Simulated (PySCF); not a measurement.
C₃H₃ClF₂, SMILES F[C@@H]1[C@H](F)[C@H]1Cl.

The structure is a stationary point at PBE0-D3(BJ)/def2-SVP. The structure was generated by enumeration; whether it is a known compound was not checked.

Two levels are set side by side: TDA-PBE/def2-SVPD (PySCF) and TDA-LC-ωPBE/def2-SVPD (PySCF). Vertical, same geometry. The lowest singlet is HOMO→LUMO 99 % with PBE and HOMO→LUMO 79 % with the other functional; states are paired by order. Differences are taken from unrounded values.

| quantity | TDA-LC-ωPBE | TDA-PBE | TDA-PBE minus TDA-LC-ωPBE |
|---|---|---|---|
| lowest singlet excitation (eV) | 7.03 | 5.85 | -1.18 |
| lowest triplet excitation (TDA) (eV) | 6.25 | 5.32 | -0.93 |

Functionals without exact exchange tend to place singlet excitations lower, as here. Differences between two approximate levels are no errors against the true value.

Rough cost on one machine, each run with all the roots and properties that it gave: TDA-LC-ωPBE against TDA-PBE about 3 times.
